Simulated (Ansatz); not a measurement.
The cluster Mo₆⁻, relaxed as a doublet with UKS PBE-D4/def2-SVPD in Ansatz, starting from the GFN2-xTB geometry. Force threshold 0.02 eV/Å.

In the def2 sets Mo takes a core potential; there is no spin–orbit coupling. The highest occupied level of the charge -1 doublet lies above zero (up to 0.39 eV). It is a level of α spin, whose loss leaves a singlet; that state wasn't run at this geometry and level. The electron is either unbound and held by the finite basis, or the level is raised by self-interaction error. The relaxation made no stability test and no search for a lower SCF solution. No other spin state of charge -1 was run. Another isomer (doublet) lies 0.24 eV lower at PBE0-D4/def2-TZVPD; other spin states weren't run for this one.

Start:

```xyz
6

Mo    0.464   -1.703    0.291
Mo   -1.277   -0.489   -0.825
Mo    1.277    0.489    0.825
Mo   -0.464    1.703   -0.291
Mo    0.969    0.007   -1.504
Mo   -0.969   -0.007    1.504
```

Task: Estimate the energy that the relaxation releases and the steps that it takes.

Result: 0.59 eV, in 14 steps; 2.1 min on 4 threads of Arm Neoverse V2 on a shared host. The force fell under the threshold at step 4, but the optimiser went on and released 0.090 eV more. No frequencies were taken in this run, so the end may be a saddle point.

Task: Does the start keep its bonding and symmetry?

Result: By distances, no bond broke or formed. The bond that changes most is Mo2–Mo3, from 3.19 to 3.52 Å (atoms count from 1). Point group D4h at the start, D2h at the end, both within 0.05 Å; within 0.015 Å the end is C2h.

Task: Predict the relaxed structure.

Result: 
Cartesian coordinates in Å:
```
Mo 0.537 -1.641 0.339
Mo -1.432 -0.443 -0.925
Mo 1.432 0.443 0.925
Mo -0.537 1.641 -0.339
Mo 0.959 0.007 -1.488
Mo -0.959 -0.007 1.488
```
Bond lengths (bridged metal pairs left out): 15 × Mo–Mo 2.34 to 3.54 Å.
